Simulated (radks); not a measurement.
The numbers below are computed, except where a source is named.
Task: Neutral promethium: order these configurations by energy. Level of theory: Dirac Kohn-Sham, BLYP, spin-unpolarised, spherical densities, finite nucleus; Fermi nuclear charge, rms radius of each element as measured or else 0.836 A^(1/3) + 0.57 fm (a radial shooting solver on a logarithmic mesh with Libxc functionals). Sub-shells are occupied by j as written (lower j first in brackets). [Xe] 4f(5/2: 4, 7/2: 0) 5d(3/2: 1, 5/2: 0) 6s2; [Xe] 4f(5/2: 4, 7/2: 0) 6s2 6p(1/2: 1, 3/2: 0); [Xe] 4f(5/2: 5, 7/2: 0) 5d(3/2: 1, 5/2: 0) 6s1; [Xe] 4f(5/2: 5, 7/2: 0) 6s1 6p(1/2: 1, 3/2: 0); [Xe] 4f(5/2: 5, 7/2: 0) 6s2.

Result: From the lowest, in eV above it: [Xe] 4f(5/2: 5, 7/2: 0) 6s2 0.000; [Xe] 4f(5/2: 5, 7/2: 0) 5d(3/2: 1, 5/2: 0) 6s1 1.800; [Xe] 4f(5/2: 5, 7/2: 0) 6s1 6p(1/2: 1, 3/2: 0) 2.289; [Xe] 4f(5/2: 4, 7/2: 0) 5d(3/2: 1, 5/2: 0) 6s2 2.312; [Xe] 4f(5/2: 4, 7/2: 0) 6s2 6p(1/2: 1, 3/2: 0) 4.373.
